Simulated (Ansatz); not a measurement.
Geometry optimisation, Ansatz, RKS B3LYP-D4/6-31G*.

input.yaml

```yaml
crystal:
  periodic: [false, false, false]
  atoms:
    - { symbol: Al, position_ang: [-2.2374, 1.4815, -0.2075] }
    - { symbol: Si, position_ang: [-0.4801, 0.1835, 0.4822] }
    - { symbol: O, position_ang: [-0.54133, 0.0852, 2.19271] }
    - { symbol: Si, position_ang: [0.8175, -0.99665, 2.66565] }
    - { symbol: H, position_ang: [-2.5918, 1.5604, -1.8034] }
    - { symbol: H, position_ang: [-2.4896, 2.9392, 0.5259] }
    - { symbol: H, position_ang: [-0.60547, -1.17746, -0.12463] }
    - { symbol: H, position_ang: [0.7602, 0.7819, 0.06692] }
    - { symbol: H, position_ang: [0.84804, -1.10795, 4.05544] }
    - { symbol: H, position_ang: [2.08309, -0.30461, 2.18763] }
    - { symbol: H, position_ang: [0.69897, -2.26293, 2.00185] }
basis:
  gaussian: { orbitals: "6-31G*" }
hamiltonian:
  xc: b3lyp
  dispersion: d4
relax:
  f_tol: 0.015
  max_steps: 40
```

Launched with:

```bash
$ ansatz run input.yaml --threads 1 --pin off --max-ram 2048MiB --backend cpu --events-out ev --progress --plain --runs-dir out
```

Where does it end, and by what steps?

It converged. The force dipped under the threshold on the way, but the program's further checks kept it going. After 20 steps the energy has fallen by 0.992 eV; H6 moved furthest, 0.85 Å.

| step | energy less start (eV) | largest force component (eV/Å) | accepted |
| --- | --- | --- | --- |
| 0 | 0.0000 | 2.973 | yes |
| 1 | -0.6490 | 1.514 | yes |
| 2 | -0.9066 | 0.367 | yes |
| 3 | -0.9685 | 0.058 | yes |
| 4 | -0.9842 | 0.078 | yes |
| 5 | -0.9884 | 0.046 | yes |
| 6 | -0.9890 | 0.076 | yes |
| 7 | -0.9902 | 0.046 | yes |
| 8 | -0.9908 | 0.006 | yes |
| 9 | -0.9910 | 0.025 | yes |
| 10 | -0.9912 | 0.040 | yes |
| 11 | -0.9914 | 0.023 | yes |
| 12 | -0.9915 | 0.023 | yes |
| 13 | -0.9915 | 0.029 | yes |
| 14 | -0.9916 | 0.023 | yes |
| 15 | -0.9917 | 0.024 | yes |
| 16 | -0.9918 | 0.022 | yes |
| 17 | -0.9918 | 0.021 | yes |
| 18 | -0.9919 | 0.027 | yes |
| 19 | -0.9919 | 0.019 | yes |
| 20 | -0.9920 | 0.002 | yes |

```xyz
11
Properties=species:S:1:pos:R:3
Al -2.217 1.734 -0.215
Si -0.396 0.112 0.121
O -0.085 -0.089 1.749
Si 0.892 -0.919 2.790
H -2.656 2.099 -1.703
H -2.972 2.428 1.002
H -0.731 -1.216 -0.487
H 0.859 0.548 -0.573
H 0.501 -0.568 4.179
H 2.321 -0.558 2.581
H 0.747 -2.390 2.600
```

The run took 85 s on 1 CPU thread of a shared host.
